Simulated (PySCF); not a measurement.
Zn(Me) (CH3Zn), SMILES [CH3][Zn+], charge +1. Geometry optimised at B3LYP-D3(BJ)/def2-TZVP. The spin state was assumed, not searched. The isomer is the one that the SMILES or the coordinates give; other isomers of the formula were not compared.

These are B3LYP-D3(BJ)/def2-TZVP (PySCF) values and carry that method's errors.

Harmonic wavenumbers (cm⁻¹): 442, 779, 779, 1156, 1419, 1419, 3065, 3206, 3206. Rotational constants (GHz): 149.9, 9.374, 9.374; symmetry number 3.

### Question
Work out the zero-point energy and the ideal-gas rigid-rotor harmonic-oscillator thermochemistry at 298.15 K and 1 atm.

### Answer
ZPE = ½ Σ hcν = ½ × 15470 cm⁻¹ = 22.12 kcal/mol. H − E(el) = 24.78 kcal/mol. Entropy in cal/(mol K): translation 39.07, rotation 18.54, vibration 1.35, total 58.97. G − E(el) = 7.20 kcal/mol. Cp = 11.13 cal/(mol K).
